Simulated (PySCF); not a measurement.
Work out the structure from these simulated measurements.

Formula: C6H15ClSSi.

- UV, first state: lowest singlet excitation: 5.65 eV (219 nm, f = 0.004) [TDDFT wB97X-D/def2-SVPD]
- Rotational structure: rotational constants A, B, C: 1.465, 0.580, 0.551 GHz [PBE0-D3(BJ)/def2-SVP]
- 1H NMR: chemical shifts (computed TMS as zero) by class: 3.01 (2 H), 1.62 (2 H), 1.55 (2 H), 0.89 (3 H), 0.54 (6 H) ppm [GIAO KT2/pcSseg-1]
- 13C NMR: chemical shifts (computed TMS as zero) by class: 33.8 (1 C), 33.3 (1 C), 21.0 (1 C), 12.4 (1 C), 8.9 (2 C) ppm [GIAO KT2/pcSseg-1]
- Dipole: 1.55 D [wB97X-D/def2-SVPD]
- Polarisability: 131.3 au [wB97X-D/def2-SVPD]
- Valence photoelectron: vertical ionisation energy: 8.83 eV [ΔSCF wB97X-D/def2-SVPD]

Gas-phase values; electronic properties from PySCF, density fitting. Levels stand in brackets. Isolated species at its PBE0-D3(BJ)/def2-SVP geometry (one conformer only). NMR values are class means; diastereotopic atoms form classes of their own.

Question: Give a SMILES that accounts for the data.

Answer: Numbering: `[CH3:1][CH2:2][CH2:3][CH2:4][S:5][Si:6]([CH3:7])([CH3:8])[Cl:9]`. Its formula, C6H15ClSSi, gives 0 degrees of unsaturation, so no ring and no π bond. 6 carbons fall into 5 classes; from least to most shielded: chain CH2 carbon [C3] (33.8 ppm), sp3 carbon bound to sulfur [C4] (33.3 ppm), chain CH2 carbon [C2] (21.0 ppm), methyl carbon [C1] (12.4 ppm), Si-methyl carbon [C7/C8] (8.9 ppm, 2 C, up to 6.5 ppm apart in this geometry). Hydrogen classes from least to most shielded: 2 H on an sp3 carbon bound to sulfur, C4 (3.01 ppm), 2 H on a chain CH2 carbon, C2 (1.62 ppm, a mean of values up to 0.8 ppm apart in this geometry), 2 H on a chain CH2 carbon, C3 (1.55 ppm), 3 H on a methyl carbon, C1 (0.89 ppm, a mean of values up to 0.7 ppm apart in this geometry), 6 H on 2 Si-methyl carbons, C7/C8 (0.54 ppm). The first electron is taken from the HOMO, whose largest Löwdin shares are 0.68 on the sulfur bonded to C and Si, 0.09 on the sp3 carbon bound to sulfur and 0.06 on the chlorine-bound silicon. The optimised geometry has point group C1 and is an asymmetric top. Structure: Me2SiClSBu, `CCCCS[Si](C)(C)Cl`. The assignments are read from this structure; whether some other isomer fits the data as well wasn't checked.

The values belong to the conformer `[CH3:1][CH2:2][CH2:3][CH2:4][S:5][Si:6]([CH3:7])([CH3:8])[Cl:9]`: C1–C2–C3–C4 58°, C2–C3–C4–S5 52°, C3–C4–S5–Si6 64°, C4–S5–Si6–C7 156°.
